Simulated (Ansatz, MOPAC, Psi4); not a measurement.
Noncovalent pair: aminoborane (SMILES BN) (first 6 atoms) with aminoborane (SMILES BN); geometry from B3LYP-D3(BJ)/def2-TZVP, rigid monomers moved along the line of their centres of mass till H5···N8 is 2.26 Å.
(charge 0, multiplicity 1):
```xyz
12

B     -0.784     0.355    -0.291
N      0.430    -0.199     0.078
H     -1.089     0.405    -1.442
H     -1.509     0.781     0.560
H      0.731    -0.270     1.038
H      1.086    -0.580    -0.585
B      0.225    -0.699     3.749
N     -0.037     0.463     3.036
H     -0.486    -1.644     3.596
H      1.165    -0.728     4.483
H      0.506     1.306     3.136
H     -0.827     0.573     2.418
```

Interaction energies are E(AB) − E(A) − E(B) at the monomers' geometry in the complex; basis-set methods are counterpoise corrected.

Cores are frozen in the correlated methods. The state reached by AM1 isn't checked.

The values were computed with Ansatz (Gaussian basis) for Hartree–Fock, density functionals and correlated methods; MOPAC for AM1 (differences of heats of formation); Psi4 for SAPT. Each number belongs to the level named beside it.

### Question
What is the computed interaction energy (AM1)?

### Answer
0.9 kcal/mol

### Question
Give the interaction energy at the level PBE/def2-TZVPPD.

### Answer
-1.4 kcal/mol

### Question
Predict the interaction energy from SAPT0/jun-cc-pV(D+d)Z.

### Answer
-0.9 kcal/mol

Ansatz is a first-principles code.
